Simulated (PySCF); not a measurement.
An equivalent PySCF input for Tc⁺ (technetium, charge +1), [Kr] 4d5 5s1, high-spin 7S determinant, with the spin-free X2C one-electron Hamiltonian (Gaussian nucleus):

```python
from pyscf import gto, scf, dft, mp, cc
import basis_set_exchange as bse
mol = gto.M(atom="Tc 0 0 0", charge=1, spin=6, symmetry="D2h",
            basis=gto.basis.parse(bse.get_basis("x2c-SVPall", elements=["Tc"], fmt="nwchem", header=False)),
            nucmod="G")
mf = dft.UKS(mol, xc="M062X").sfx2c1e()
mf.irrep_nelec = {'Ag': (9, 6), 'B1g': (2, 1), 'B2g': (2, 1), 'B3g': (2, 1), 'B1u': (3, 3), 'B2u': (3, 3), 'B3u': (3, 3)}
mf.kernel()
```

It reaches the same state as the run whose output follows, with an energy that differs only through the grid. The run itself started from symmetry-adapted Hartree-Fock orbitals and held the occupation by maximum overlap, on a logarithmic radial grid, so the iterations belong to that start.

```
SCF conv_tol = 1e-09
number electrons alpha = 24  beta = 18
XC functionals = M062X
    Y. Zhao and D. G. Truhlar.,  Theor. Chem. Acc. 120, 215 (2008)
    Y. Zhao and D. G. Truhlar.,  Theor. Chem. Acc. 120, 215 (2008)
cycle= 1 E= -4284.90247469267  delta_E= -0.00259  |g|= 0.00872  |ddm|= 0.183
cycle= 2 E= -4284.90251934751  delta_E= -4.47e-05  |g|= 0.00126  |ddm|= 0.0472
cycle= 3 E= -4284.9025208217  delta_E= -1.47e-06  |g|= 0.000327  |ddm|= 0.0101
cycle= 4 E= -4284.90252087444  delta_E= -5.27e-08  |g|= 8.04e-05  |ddm|= 0.00181
cycle= 5 E= -4284.90252087991  delta_E= -5.47e-09  |g|= 2e-05  |ddm|= 0.000579
cycle= 6 E= -4284.90252088009  delta_E= -1.86e-10  |g|= 7.85e-07  |ddm|= 0.000128
converged SCF energy = -4284.90252088009  <S^2> = 12.000254  2S+1 = 7.0000726
```
